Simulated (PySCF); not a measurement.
Species: benzoate anion, C7H5O2 (charge -1).
Atom-mapped SMILES: `[O:1]=[C:2]([O-:3])[c:4]1[cH:5][cH:6][cH:7][cH:8][cH:9]1` (hydrogens: H10 on C5; H11 on C6; H12 on C7; H13 on C8; H14 on C9)

The same species was optimised twice, with GFN2-xTB and with PBE0-D3(BJ)/def2-SVP (PySCF), and the same property calculations (PySCF, gas phase) were run on both structures.

| coordinate | GFN2-xTB | PBE0-D3(BJ)/def2-SVP | change |
| --- | --- | --- | --- |
| C5–C6 (Å) | 1.383 | 1.395 | +0.012 |
| C8–C9 (Å) | 1.383 | 1.395 | +0.012 |
| C7–C8 (Å) | 1.386 | 1.397 | +0.011 |
| C6–C7 (Å) | 1.386 | 1.397 | +0.011 |
| C2–C4 (Å) | 1.563 | 1.553 | -0.010 |
| C4–C5 (Å) | 1.388 | 1.397 | +0.009 |
| C4–C9 (Å) | 1.388 | 1.397 | +0.009 |
| O1=C2 (Å) | 1.240 | 1.245 | +0.005 |
| C2–O3 (Å) | 1.240 | 1.245 | +0.005 |
| O1–C2–O3 (°) | 129.3 | 130.2 | +0.9 |
| O1–C2–C4 (°) | 115.3 | 114.8 | -0.5 |
| C2–C4–C5 (°) | 120.5 | 120.9 | +0.4 |
| O3–C2–C4 (°) | 115.3 | 115.0 | -0.3 |
| C5–C4–C9 (°) | 118.9 | 118.7 | -0.2 |
| C6–C7–C8 (°) | 119.8 | 119.6 | -0.2 |
| C4–C9–C8 (°) | 120.7 | 120.9 | +0.2 |
| C4–C5–C6 (°) | 120.7 | 120.9 | +0.2 |
| O1–C2–C4–C5 (°) | 180 | 180 | 0 |

Rotational constants: A = 3973, B = 1252, C = 952.1 MHz (GFN2-xTB) against A = 3922, B = 1249, C = 947.4 MHz (PBE0-D3(BJ)/def2-SVP). Point groups within 0.08 Å: C2v and C2v.

On the GFN2-xTB structure: HOMO (eV) -1.51 [PBE0/pcSseg-1]; LUMO (eV) 3.44 [PBE0/pcSseg-1]; GIAO shielding of O1/O3 (mean) (ppm) 20.3 [PBE0/pcSseg-1]; GIAO shielding of C2 (ppm) 21.8 [PBE0/pcSseg-1]; GIAO shielding of C4 (ppm) 31.1 [PBE0/pcSseg-1]; GIAO shielding of C5/C9 (mean) (ppm) 51.4 [PBE0/pcSseg-1]; GIAO shielding of C6/C8 (mean) (ppm) 58.4 [PBE0/pcSseg-1]; GIAO shielding of C7 (ppm) 60.2 [PBE0/pcSseg-1].

Q: What do these properties become on the PBE0-D3(BJ)/def2-SVP structure?

A: 
```csv
property,level,on GFN2-xTB,on PBE0-D3(BJ)/def2-SVP,change
HOMO (eV),PBE0/pcSseg-1,-1.51,-1.59,-0.08
LUMO (eV),PBE0/pcSseg-1,3.44,3.37,-0.07
"energy, GFN2-xTB geometry as zero (kcal/mol)",PBE0/pcSseg-1,0.0,-0.4,-0.4
GIAO shielding of O1/O3 (mean) (ppm),PBE0/pcSseg-1,20.3,15.5,-4.8
GIAO shielding of C2 (ppm),PBE0/pcSseg-1,21.8,20.2,-1.6
GIAO shielding of C4 (ppm),PBE0/pcSseg-1,31.1,29.8,-1.3
GIAO shielding of C5/C9 (mean) (ppm),PBE0/pcSseg-1,51.4,48.6,-2.8
GIAO shielding of C6/C8 (mean) (ppm),PBE0/pcSseg-1,58.4,56.5,-1.9
GIAO shielding of C7 (ppm),PBE0/pcSseg-1,60.2,57.8,-2.4
```

The heavy atoms differ by 0.011 Å rms after alignment. Among bonds between heavy atoms C5–C6, C6–C7, C7–C8 and C8–C9 change most and about equally (+0.011 to +0.012 Å). Changes are differences of the printed values. Neither structure is proved a minimum here. Isolated species at its PBE0-D3(BJ)/def2-SVP geometry, gas phase.

Conformer computed: `[O:1]=[C:2]([O-:3])[c:4]1[cH:5][cH:6][cH:7][cH:8][cH:9]1`: O1–C2–C4–C5 180°.
